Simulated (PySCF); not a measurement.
## IOF: from structure and modes to constants

Computed with PBE0 in PySCF with I def2-TZVP with ECP28, O def2-TZVP, F def2-TZVP; scalar-relativistic core potentials, no spin–orbit coupling; density-fitted integrals.

The singlet minimum has Cs symmetry. Masses (u): I 126.90447, O 15.99492, F 18.99840.

```xyz
3
charge 0 multiplicity 1, angstrom
I    -0.0391    0.0000   -0.2443
O    -1.4452    0.0000    0.8640
F     1.4791    0.0000    0.9262
```

Harmonic wavenumbers (cm⁻¹): 220.4 (a', ×1), 589.7 (a', ×1), 861.0 (a', ×1).

(1) Find the principal moments of inertia and the rotational constants. What kind of rotor is it?

(2) What is the harmonic zero-point energy?

(3) Find the vibrational entropy and heat capacity at 298.15 K.

(4) Give the standard entropy (298.15 K, 1 bar) by its translational, rotational, vibrational and spin parts, and Cp.

Answers

(1) About the centre of mass I = 34.51, 76.469, 110.98 u Å². With B = 16.8576/I this gives 0.4885, 0.2205, 0.1519 cm⁻¹. The molecule is an asymmetric top with κ = -0.59.

(2) Half the sum of all 3 wavenumbers, 1671/2 = 836 cm⁻¹, which is 10.0 kJ/mol (1 cm⁻¹ = 0.0119627 kJ/mol).

(3) With u = 1.43878 ω/T, each mode gives S = R[u/(eᵘ−1) − ln(1−e⁻ᵘ)] and C = R u² eᵘ/(eᵘ−1)².
```csv
ω (cm⁻¹),u,S (J/(mol K)),C (J/(mol K))
220.4,1.064,8.18,7.57
589.7,2.846,1.96,4.41
861.0,4.155,0.68,2.32
```
The sums over all modes are S = 10.8 and C = 14.3 J/(mol K); the softest mode gives 76 % of the entropy.

(4) Sackur–Tetrode with M = 161.90 u gives 172.3; rotation with symmetry number 1 gives 100.9; vibration 10.8; spin R ln 1 = 0.0. The total is 284.0 J/(mol K), and Cp = 4 R + 14.3 = 47.6 J/(mol K).

Only a few start shapes were tried, so a lower isomer may exist.
